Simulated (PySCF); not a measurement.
Input for PySCF: R-M06-2X/6-31G* on C2H9N (a complex), monomers drawn apart or pushed together.

```python
from pyscf import gto, scf, dft, mp
from pyscf.data.elements import chemcore

mol = gto.M(
    atom='''
    C    -0.00543151   -0.04465795   -0.38546212
    H     0.10063666    0.34509718   -1.39671866
    H    -0.25792949   -1.10336403   -0.43294956
    H     0.93168140    0.08321853    0.15411926
    H    -0.79695280    0.49801530    0.12965853
    C    -0.16448598    0.75417490    3.79806648
    N     0.07038800   -0.68021177    3.64247754
    H     0.22293229    1.07960340    4.76485556
    H    -1.23915729    0.94379438    3.80068838
    H     0.28669097    1.38733539    3.02189538
    H     1.06243433   -0.88440181    3.65003794
    H    -0.28872992   -1.00552461    2.75335781
    ''',
    basis='6-31g*',
    cart=True,
    charge=0, spin=0, verbose=3, max_memory=1800)
mf = dft.RKS(mol, xc='m062x')
mf.conv_tol = 1e-8
mf.max_cycle = 100
mf.kernel()
if not mf.converged:
    mf = mf.newton().run(mf.mo_coeff, mf.mo_occ)
```

Program output:

```
converged SCF energy = -136.278662117911
```

The run converged.

Cost: around 7 core-seconds (rough).
